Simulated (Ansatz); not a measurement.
Ansatz (a quantum-chemistry and plane-wave program) input:

Ansatz 0.2 input:
```yaml
crystal:
  periodic: [false, false, false]
  atoms:
    - {symbol: Mg, position_ang: [0.00044284, 0.00155158, 0.00008705]}
    - {symbol: O, position_ang: [-0.16881874, -0.05431306, 1.76260046]}
    - {symbol: O, position_ang: [0.16692240, 0.04766886, -1.76297324]}
    - {symbol: H, position_ang: [0.14554465, -0.17160218, 2.65193648]}
    - {symbol: H, position_ang: [-0.13568805, 0.20613678, -2.64999887]}
basis:
  gaussian:
    orbitals: def2-TZVP
hamiltonian:
  xc: b3lyp
  dispersion: d3bj
phonons: {temperatures: {t_min: 298.15, t_max: 298.15, t_step: 100}}
```

### Question
What final total energy does it print?

### Answer
-351.91058 Eh (B3LYP-D3(BJ)/def2-TZVP). The basis has 106 functions. The run takes about 24 core-seconds (a rough figure).
